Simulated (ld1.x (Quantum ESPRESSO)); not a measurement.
## Rb (Z = 37): variants of one TM potential

Base potential:

ld1.x (Quantum ESPRESSO) 7.5 input, shortened:

```
&input
   title='Rb', zed=37., rel=1, dft='PBE', iswitch=3,
   config='[Kr] 4d-2 4f-2 5s1 5p0'
 /
 &inputp
   pseudotype=2, tm=.true., lloc=3,
   nlcc=.false.
 /
4
4S  1  0   2.00   0.00  2.40  2.40  0.0
4P  2  1   6.00   0.00  1.65  1.65  0.0
4D  3  2  -2.00   0.15  2.00  2.00  0.0
4F  4  3  -2.00   0.30  2.40  2.40  0.0
 &test
   configts(1)='4s2 4p6 5s1 5p0'
 /
```

Occupied shells without a wave of their own: 5s. They enter only through the test configuration that unscreens the potential.

All-electron outer shells of the reference configuration (PBE, scalar-relativistic, ld1.x):

```tsv
shell	level (eV)	outermost node (bohr)	outermost maximum (bohr)
3p	-224.88	0.19	0.44
3d	-103.96	–	0.39
4s	-31.89	0.62	1.25
4p	-15.96	0.64	1.42
5s	-2.23	1.79	4.38
5p	-0.75	2.21	6.21
```

Cutoffs, loose and tight: the cutoffs (Ry, on a coarse ladder) from which the occupation-weighted sum of valence levels, in a spherical-Bessel basis at the reference potential, stays within 10 and 1 mRy of its value at 400 Ry. They do not see the model core or the augmentation charge, which bear on the density cutoff. Test errors are all-electron minus pseudo excitation energies from the reference, over the configurations 4s2 4p6 5s0 5p0; 4s2 4p6 5s0.5 5p0; 4s2 4p6 5s0 5p1; 4s1 4p6 5s1 5p0; 4s2 4p5 5s1 5p0. A dash means not determined; rows that change the core or the reference have their own tests. The largest error is taken over the tests solved by every variant that gives reliable tests at all: 4s1 4p6 5s1 5p0; 4s2 4p5 5s1 5p0; 4s2 4p6 5s0 5p0; 4s2 4p6 5s0.5 5p0.

A true bound ghost makes a file unfit for plane-wave use even where its test errors are small: the radial tests pick states by their node count and pass the ghost by.

```csv
change,outcome,"cutoff, loose","cutoff, tight",bound ghosts,largest test error (meV)
base,"generated, misses its reference levels by 0.26 eV",35 Ry,70 Ry,none,-470
"all radii scaled by about 0.74 (s 1.78, p 1.22, d 1.48, f 1.78 bohr)","generated, misses its reference levels by 0.18 eV",80 Ry,160 Ry,none,+393
"all radii scaled by about 0.83 (s 1.98, p 1.36, d 1.66, f 1.98 bohr)","generated, misses its reference levels by 0.18 eV",40 Ry,80 Ry,none,-322
"all radii scaled by about 0.87 (s 2.10, p 1.44, d 1.74, f 2.10 bohr)","generated, misses its reference levels by 0.20 eV",40 Ry,80 Ry,none,-353
"all radii scaled by about 0.97 (s 2.32, p 1.60, d 1.94, f 2.32 bohr)","generated, misses its reference levels by 0.25 eV",35 Ry,70 Ry,none,-444
"all radii scaled by about 1.04 (s 2.50, p 1.72, d 2.08, f 2.50 bohr)","generated, misses its reference levels by 0.30 eV",35 Ry,70 Ry,none,-526
"all radii scaled by about 1.10 (s 2.64, p 1.82, d 2.20, f 2.64 bohr)","generated, misses its reference levels by 0.33 eV",30 Ry,55 Ry,none,-581
"all radii scaled by about 1.16 (s 2.78, p 1.92, d 2.32, f 2.78 bohr)","generated, misses its reference levels by 0.36 eV",25 Ry,35 Ry,none,-631
"all radii scaled by about 1.26 (s 3.02, p 2.08, d 2.52, f 3.02 bohr)","generated, misses its reference levels by 0.40 eV",21 Ry,30 Ry,none,-692
"all radii scaled by about 1.33 (s 3.18, p 2.20, d 2.66, f 3.18 bohr)","generated, misses its reference levels by 0.39 eV",15 Ry,30 Ry,none,-681
"all radii scaled by about 1.38 (s 3.30, p 2.28, d 2.76, f 3.30 bohr)","generated, misses its reference levels by 0.37 eV",15 Ry,30 Ry,d,-645
```

Reading the sweep of the scale of all radii (base = 1) (base included, trends over the rows without a ghost): The loose cutoff falls from 80 Ry at 0.74 to 15 Ry at 1.33. A larger radius leaves more room for a smooth pseudo-wave, so fewer plane waves are needed; a smaller one forces it to follow the all-electron wave where it bends sharply. The median size of the test errors (rows with all tests solved) is not monotonic: lowest 182.6 meV at 1, highest 263.1 meV at 1.26. Bound ghosts are found at 1.38.
